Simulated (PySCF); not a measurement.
Species: C3H5I.
Numbering: `[I:1][CH:2]1[CH2:3][CH2:4]1` (hydrogens: H5 on C2; H6, H7 on C3; H8, H9 on C4)

Computed with PBE0-D3(BJ)/def2-SVP geometry optimisation, gas phase, def2 core potentials past Kr (PySCF).

Give the optimised bond lengths and angles.

```json
{"bond": "I1–C2", "length (Å)": "2.124"}
{"bond": "C2–C3, C2–C4", "length (Å)": "1.492"}
{"bond": "C3–C4", "length (Å)": "1.504"}
{"bond": "C2–H5", "length (Å)": "1.092"}
{"bond": "C3–H6, C4–H8", "length (Å)": "1.094"}
{"bond": "C3–H7, C4–H9", "length (Å)": "1.093"}
```

Bonds in one row agree within 0.01 Å and their mean is given. A selection of angles:
```json
{"angle": "I1–C2–C3", "degrees": "120.7"}
{"angle": "I1–C2–H5", "degrees": "109.7"}
{"angle": "C3–C2–C4", "degrees": "60.5"}
{"angle": "C3–C2–H5", "degrees": "118.9"}
{"angle": "C2–C3–C4", "degrees": "59.7"}
{"angle": "C2–C3–H6", "degrees": "117.1"}
{"angle": "C2–C3–H7", "degrees": "118.3"}
{"angle": "C4–C3–H6", "degrees": "119.1"}
{"angle": "C4–C3–H7", "degrees": "117.7"}
{"angle": "H6–C3–H7", "degrees": "114.3"}
```

Dihedral angles: I1–C2–C3–C4 -110° (anticlinal); I1–C2–C4–C3 110° (anticlinal).

The 3-membered ring C2–C3–C4 has internal angles of 59.7° to 60.5°.

Point group: Cs (tolerance 0.08 Å). Not checked by PBE0-D3(BJ)/def2-SVP frequencies.

Hardware: one thread of an Arm Neoverse V1, shared host with 32 logical CPUs at a one-minute load of 6.4. Cost: 16 s wall, 0.39 GiB resident at most. These figures are those of the optimisation.
